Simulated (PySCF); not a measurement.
Compound: C4H7F3Si.
Numbering: `[F:1][CH:2]([F:3])[C@@H:4]1[CH2:5][C@@H:6]([F:7])[SiH2:8]1` (hydrogens: H9 on C2; H10 on C4; H11, H12 on C5; H13 on C6; H14, H15 on Si8)

Level: PBE0/pcSseg-1 and CAM-B3LYP/def2-SVPD in PySCF, non-relativistic, on one gas-phase PBE0-D3(BJ)/def2-SVP geometry that isn't relaxed in the solvent. The solvent is an IEF-PCM continuum (Bondi radii, 1.10 Å for H, scaled by 1.2). Specific hydrogen bonds and non-electrostatic terms are outside this model.

Gas phase at PBE0/pcSseg-1: HOMO -8.06 eV, LUMO -0.08 eV, dipole 2.36 D.

Question: What does the continuum do to the energy, the frontier levels and the dipole at PBE0/pcSseg-1 in cyclohexane and benzene?

Answer: 
```csv
solvent,ε,E(solvent) − E(gas) (kJ/mol),polarisation term (kJ/mol),distortion of the solute (kJ/mol),HOMO (eV),LUMO (eV),dipole (D)
cyclohexane,2.017,-7.62,-8.00,0.38,-7.98,0.07,2.60
benzene,2.271,-8.67,-9.16,0.49,-7.98,0.09,2.64
```

Polarisation term: ½ Σ q·V over the induced surface charges. Distortion: the rise of the solute's own energy as its density leaves the gas-phase optimum. From cyclohexane to benzene the lowering changes by a factor 1.14, Onsager's factor (ε − 1)/(2ε + 1) by 1.14 and ε itself by 1.1.

Question: Which radius a makes the point-dipole formula ΔE = −[(ε − 1)/(2ε + 1)]·μ²/a³ give the value in benzene, with the gas-phase dipole?

Answer: μ = 0.928 au and |ΔE| = 0.00330 Eh give a = 2.07 Å; the farthest nucleus lies 2.85 Å from the centroid of the nuclei, so such a sphere wouldn't even hold the nuclei. The formula assumes a rigid point dipole at the centre of a sphere.

Question: Which Hirshfeld charges (PBE0/pcSseg-1) respond most in benzene (means over atoms taken as equivalent)?

Answer: 
```tsv
atoms	environment	gas (e)	solvent (e)	change
F7	alkyl fluorine	-0.123	-0.131	-0.008
H9	methine hydrogen	+0.049	+0.055	+0.006
F1	fluorine of a CF2 group	-0.103	-0.108	-0.005
H10	methine hydrogen	+0.046	+0.051	+0.005
F3	fluorine of a CF2 group	-0.091	-0.095	-0.004
Si8	SiH2 silicon	+0.333	+0.336	+0.003
C4	sp3 carbon bound to silicon	-0.132	-0.131	+0.001
C6	sp3 C–F carbon	-0.028	-0.029	-0.001
```

Question: Which Mayer bond orders change most in benzene?

Answer: 
| bond | length (Å) | gas | solvent | change |
| --- | --- | --- | --- | --- |
| C6–F7 | 1.369 | 0.875 | 0.864 | -0.011 |
| F1–C2 | 1.354 | 0.958 | 0.951 | -0.007 |
| C2–F3 | 1.366 | 0.915 | 0.910 | -0.005 |
| C2–C4 | 1.502 | 0.994 | 0.998 | +0.004 |
| C5–C6 | 1.541 | 0.973 | 0.975 | +0.002 |
| C6–Si8 | 1.911 | 0.898 | 0.896 | -0.002 |
| C2–H9 | 1.104 | 0.957 | 0.955 | -0.002 |
| C4–H10 | 1.099 | 0.934 | 0.932 | -0.002 |

Gas phase at CAM-B3LYP/def2-SVPD: HOMO -9.54 eV, LUMO 0.62 eV, dipole 2.52 D.

Question: What does the continuum do to the energy, the frontier levels and the dipole at CAM-B3LYP/def2-SVPD in benzene?

Answer: 
```
solvent      ε  E(solvent) − E(gas) (kJ/mol)  polarisation term (kJ/mol)  distortion of the solute (kJ/mol)  HOMO (eV)  LUMO (eV)  dipole (D)
benzene  2.271                         -9.66                      -10.31                               0.65      -9.44       0.80        2.84
```

Question: How does the static polarisability (CAM-B3LYP/def2-SVPD, frozen core, with the continuum's full static response) change?

Answer: 
```json
{"medium": "gas", "isotropic (au)": "73.8", "principal values (au)": "66.2, 75.1, 80.1", "⟨r²⟩ of the electrons (bohr²)": "1169.1"}
{"medium": "benzene", "isotropic (au)": "83.5", "principal values (au)": "75.3, 84.2, 90.8", "⟨r²⟩ of the electrons (bohr²)": "1169.4"}
```

The isotropic value in benzene is 1.13 times the gas-phase one; no cavity-field correction is applied. ⟨r²⟩ is taken about the centre of nuclear charge.

Conformer computed: `[F:1][CH:2]([F:3])[C@@H:4]1[CH2:5][C@@H:6]([F:7])[SiH2:8]1`: F1–C2–C4–C5 -58°.
